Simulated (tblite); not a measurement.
Record of a relaxation.

Compound: C6H7BGe.
SMILES with atom numbers: `[BH2:1][C:2]#[C:3]/[CH:4]=[C:5](\[GeH3:6])[C:7]#[CH:8]` (hydrogens: H9, H10 on B1; H11 on C4; H12, H13, H14 on Ge6; H15 on C8)

Computed with GFN2-xTB (tblite), gas phase: L-BFGS steps from a force-field or distance-geometry start until the largest atomic force falls under 0.01 eV/Å. 5 of its 33 geometries are shown.

Step 0: E = -527.5608 eV, largest atomic force 4.186 eV/Å
```
atom  x, y, z in Å  |  force x, y, z in eV/Å
B1      3.755   -0.692    0.384   -1.138   0.116  -0.288
C2      2.231   -0.833    0.161    3.866   0.359   0.607
C3      1.057   -0.953    0.006   -4.134  -0.266  -0.604
C4     -0.374   -1.074   -0.205    1.631  -0.674   0.145
C5     -1.223   -0.065   -0.009   -1.460  -0.027  -0.288
Ge6    -0.642    1.694    0.526    0.459   1.016   0.372
C7     -2.629   -0.261   -0.237    1.288   0.088   0.225
C8     -3.804   -0.426   -0.411   -0.918  -0.109  -0.144
H9      4.198    0.340    0.744   -0.166  -0.230  -0.023
H10     4.466   -1.585    0.122   -0.090  -0.011   0.054
H11    -0.751   -2.053   -0.505    0.228   0.098   0.011
H12     0.070    1.591    1.904   -0.294   0.140  -0.645
H13    -1.867    2.640    0.655    0.566  -0.401  -0.070
H14     0.357    2.254   -0.526   -0.468  -0.192   0.551
H15    -4.849   -0.569   -0.572    0.631   0.095   0.096
```

Step 8: E = -527.8012 eV, largest atomic force 0.133 eV/Å
```
atom  x, y, z in Å  |  force x, y, z in eV/Å
B1      3.707   -0.688    0.357   -0.028   0.001   0.018
C2      2.232   -0.831    0.169    0.007   0.029  -0.020
C3      1.027   -0.931    0.003   -0.021   0.039   0.025
C4     -0.352   -1.081   -0.193    0.044  -0.057  -0.036
C5     -1.230   -0.067   -0.021   -0.060  -0.102  -0.011
Ge6    -0.631    1.710    0.535    0.010  -0.041  -0.003
C7     -2.603   -0.277   -0.234   -0.119  -0.003  -0.024
C8     -3.787   -0.422   -0.409    0.131   0.018   0.017
H9      4.163    0.318    0.741   -0.082   0.077   0.015
H10     4.431   -1.579    0.129   -0.069  -0.095  -0.043
H11    -0.708   -2.058   -0.505    0.057  -0.046   0.005
H12     0.051    1.615    1.852    0.066   0.036   0.084
H13    -1.809    2.612    0.650   -0.059   0.059   0.001
H14     0.320    2.249   -0.471    0.074   0.080  -0.039
H15    -4.816   -0.562   -0.567    0.050   0.006   0.010
```

Step 16: E = -527.8098 eV, largest atomic force 0.041 eV/Å
```
atom  x, y, z in Å  |  force x, y, z in eV/Å
B1      3.700   -0.686    0.359   -0.014   0.009  -0.001
C2      2.228   -0.821    0.165    0.004   0.013   0.002
C3      1.025   -0.923    0.005   -0.026  -0.018  -0.010
C4     -0.349   -1.093   -0.197    0.005  -0.009  -0.004
C5     -1.228   -0.080   -0.021   -0.027  -0.029  -0.009
Ge6    -0.623    1.706    0.536    0.009  -0.019  -0.004
C7     -2.600   -0.282   -0.236   -0.021   0.008   0.001
C8     -3.783   -0.421   -0.410    0.013   0.000   0.002
H9      4.137    0.329    0.743    0.020   0.007   0.007
H10     4.399   -1.594    0.121   -0.002   0.001   0.002
H11    -0.684   -2.079   -0.506   -0.005   0.021   0.009
H12     0.064    1.631    1.859    0.011   0.010   0.004
H13    -1.807    2.613    0.648   -0.001  -0.012  -0.002
H14     0.329    2.268   -0.466    0.013   0.011   0.002
H15    -4.812   -0.559   -0.565    0.020   0.006   0.002
```

Step 24: E = -527.8105 eV, largest atomic force 0.011 eV/Å
```
atom  x, y, z in Å  |  force x, y, z in eV/Å
B1      3.696   -0.679    0.359   -0.004   0.002   0.003
C2      2.224   -0.811    0.165   -0.001   0.005   0.000
C3      1.022   -0.928    0.001   -0.005  -0.008  -0.005
C4     -0.351   -1.099   -0.199   -0.001  -0.001   0.005
C5     -1.228   -0.085   -0.022   -0.001   0.001  -0.003
Ge6    -0.616    1.700    0.535    0.001   0.003   0.001
C7     -2.601   -0.280   -0.235    0.001  -0.001   0.001
C8     -3.784   -0.421   -0.410    0.005   0.005   0.002
H9      4.144    0.331    0.747   -0.005   0.007   0.002
H10     4.390   -1.591    0.122   -0.003  -0.001  -0.002
H11    -0.690   -2.084   -0.506    0.003   0.004   0.000
H12     0.071    1.637    1.859    0.002  -0.011   0.000
H13    -1.804    2.602    0.646   -0.004   0.000  -0.001
H14     0.336    2.273   -0.462    0.002  -0.009  -0.005
H15    -4.813   -0.556   -0.565    0.008   0.003   0.002
```

Step 32: E = -527.8107 eV, largest atomic force 0.009 eV/Å
```
atom  x, y, z in Å  |  force x, y, z in eV/Å
B1      3.693   -0.674    0.361    0.004   0.002   0.001
C2      2.222   -0.805    0.164   -0.003  -0.003   0.000
C3      1.021   -0.932   -0.001   -0.002   0.004  -0.001
C4     -0.352   -1.102   -0.200   -0.008  -0.001   0.003
C5     -1.226   -0.086   -0.022   -0.004   0.004  -0.003
Ge6    -0.614    1.698    0.535    0.001  -0.003  -0.001
C7     -2.599   -0.279   -0.234   -0.003  -0.004   0.000
C8     -3.782   -0.418   -0.409   -0.001   0.001   0.000
H9      4.142    0.335    0.749   -0.001   0.008   0.003
H10     4.385   -1.588    0.123    0.008  -0.001   0.000
H11    -0.693   -2.086   -0.506    0.002  -0.008  -0.004
H12     0.074    1.631    1.858    0.001  -0.001   0.000
H13    -1.804    2.598    0.645    0.009   0.000   0.001
H14     0.339    2.267   -0.464   -0.001  -0.002  -0.001
H15    -4.811   -0.553   -0.565   -0.002   0.005   0.001
```

Question: Summarise the path.

Answer: The energy falls by 24.11 kJ/mol from step 0 to step 32; nine tenths of that is first reached at step 6. It rises by more than 0.2 meV at step 1. The largest force goes from 4.186 to 0.009 eV/Å. Among the bonds Ge6–H14 changes most, from 1.556 to 1.493 Å; the atoms move by 0.053 Å rms after alignment.

Question: Follow the three bonds and two angles with the largest change from start to end.

Answer: 
| step | E above end (kJ/mol) | largest force (eV/Å) | Ge6–H14 (Å) | Ge6–H12 (Å) | B1–C2 (Å) | C5–Ge6–H12 (°) | C4–C5–Ge6 (°) |
| --- | --- | --- | --- | --- | --- | --- | --- |
| 0 | 24.11 | 4.186 | 1.556 | 1.554 | 1.547 | 108.9 | 122.7 |
| 1 | 40.67 | 7.006 | 1.539 | 1.538 | 1.474 | 108.8 | 120.8 |
| 3 | 7.73 | 2.041 | 1.522 | 1.520 | 1.515 | 108.5 | 120.8 |
| 4 | 4.40 | 0.729 | 1.512 | 1.510 | 1.507 | 108.4 | 120.7 |
| 6 | 1.78 | 0.390 | 1.489 | 1.489 | 1.495 | 108.7 | 120.9 |
| 7 | 1.25 | 0.212 | 1.485 | 1.484 | 1.495 | 109.1 | 121.1 |
| 8 | 0.92 | 0.133 | 1.486 | 1.486 | 1.494 | 109.5 | 121.2 |
| 10 | 0.48 | 0.179 | 1.492 | 1.492 | 1.493 | 110.1 | 121.1 |
| 11 | 0.31 | 0.152 | 1.494 | 1.493 | 1.492 | 110.3 | 121.0 |
| 13 | 0.14 | 0.056 | 1.493 | 1.493 | 1.490 | 110.2 | 121.1 |
| 14 | 0.11 | 0.045 | 1.493 | 1.492 | 1.490 | 110.2 | 121.1 |
| 15 | 0.10 | 0.036 | 1.492 | 1.492 | 1.490 | 110.2 | 121.2 |
| 17 | 0.07 | 0.042 | 1.493 | 1.493 | 1.490 | 110.4 | 121.1 |
| 18 | 0.06 | 0.029 | 1.493 | 1.493 | 1.490 | 110.5 | 121.0 |
| 19 | 0.05 | 0.036 | 1.493 | 1.493 | 1.490 | 110.6 | 121.0 |
| 21 | 0.03 | 0.040 | 1.493 | 1.493 | 1.490 | 110.8 | 120.9 |
| 22 | 0.02 | 0.031 | 1.493 | 1.493 | 1.490 | 110.8 | 121.0 |
| 24 | 0.02 | 0.011 | 1.493 | 1.493 | 1.490 | 110.9 | 121.1 |
| 25 | 0.02 | 0.014 | 1.493 | 1.493 | 1.491 | 110.9 | 121.1 |
| 26 | 0.01 | 0.019 | 1.493 | 1.493 | 1.491 | 110.8 | 121.1 |
| 28 | 0.01 | 0.015 | 1.493 | 1.493 | 1.491 | 110.8 | 121.2 |
| 29 | 0.00 | 0.010 | 1.493 | 1.493 | 1.490 | 110.7 | 121.2 |
| 31 | 0.00 | 0.010 | 1.493 | 1.493 | 1.490 | 110.7 | 121.2 |
| 32 | 0.00 | 0.009 | 1.493 | 1.493 | 1.490 | 110.7 | 121.2 |

What follows is the cost of the whole relaxation. The run took 0.8 s wall on Intel Xeon at 2.50 GHz, one thread, shared host with 64 logical CPUs at a one-minute load of 59.
